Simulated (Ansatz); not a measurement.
Question: Name a neutral molecule of Ga, S, Si and H with size of the dipole moment (PBE/def2-TZVPP) between 1.00 and 1.30 D and size of the dipole moment (B3LYP/def2-TZVPP) between 0.90 and 1.20 D (Ansatz, PBE0-D4/def2-TZVP geometry).

Answer: `[SiH3][GaH][SH]` (1.08 D, 1.18 D); `S[SiH2][GaH2]` (1.02 D, 1.16 D). Other molecules can fit too; these were computed, each in one conformer that needn't be the lowest.

B3LYP here is the variant with VWN-RPA as its local correlation; programs differ in this.
